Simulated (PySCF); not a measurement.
A calculated (M06, PySCF 2.14, def2-QZVPPD, no relativity, point nucleus) atom or ion has these occupied shells.

| shell | electrons | orbital energy (eV) | rms radius, mean of both spins (bohr) |
| --- | --- | --- | --- |
| 1s α | 1 | -4908.5 | 0.0813 |
| 1s β | 1 | -4908.5 | 0.0813 |
| 2s α | 1 | -581.52 | 0.355 |
| 2s β | 1 | -581.21 | 0.355 |
| 2p α | 3 | -490.08 | 0.322 |
| 2p β | 3 | -489.78 | 0.322 |
| 3s α | 1 | -99.374 | 1.07 |
| 3s β | 1 | -98.318 | 1.07 |
| 3p α | 3 | -74.327 | 1.14 |
| 3p β | 3 | -73.157 | 1.14 |
| 3d α | 1 | -37.167 | 1.40 |

**Question.** Name the element and its charge.

**Answer.** Ti³⁺ (titanium, charge +3), in [Ar] 3d1, 2D determinant.
